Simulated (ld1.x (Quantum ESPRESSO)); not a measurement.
## Pseudopotential generation for Mn: ultrasoft, LDA (PZ), fully relativistic.

ld1.x (Quantum ESPRESSO) 7.5 input, shortened:

```
&input
   title='Mn', zed=25., rel=2, dft='PZ', iswitch=3,
   config='[Ar] 3d5 4s1.75 4p0.25', rel_dist='average'
 /
 &inputp
   pseudotype=3, tm=.true., lloc=-2, rcloc=2.12,
   nlcc=.true., new_core_ps=.true.
 /
6
4S  1  0   1.75   0.00  1.95  2.30  0.0
4S  1  0   0.00   0.75  1.95  2.30  0.0
4P  2  1   0.25   0.00  3.10  3.35  0.0
4P  2  1   0.00   3.85  3.10  3.35  0.0
3D  3  2   5.00   0.00  1.35  1.55  0.0
3D  3  2   0.00   0.50  1.35  1.55  0.0
 &test
   configts(1)='3d5 4s1.75 4p0.25'
 /
```

Open shells are filled in proportion to 2j + 1 (rel_dist='average').

All-electron outer shells of the reference configuration (LDA (PZ), scalar-relativistic, ld1.x):

```
shell  level (eV)  outermost node (bohr)  outermost maximum (bohr)
   3s      -85.83                   0.34                      0.74
   3p      -54.91                   0.31                      0.75
   3d       -7.42                      –                      0.75
   4s       -5.56                   1.05                      2.47
   4p       -1.70                   1.16                      3.34
```

Results:

```
Largest excitation error                  : -105 meV (all-electron minus pseudo) for 3d6 4s1 4p0, out of 7 test configurations
Lowest eigenvalue of the overlap operator : 0.11 (p1/2 channel)
```

A Bessel basis up to 400 Ry misses an occupied level by 0.13 Ry, so cutoffs and ghosts were not judged.

Generation and tests took about 1.6 s on one core of a shared server CPU.
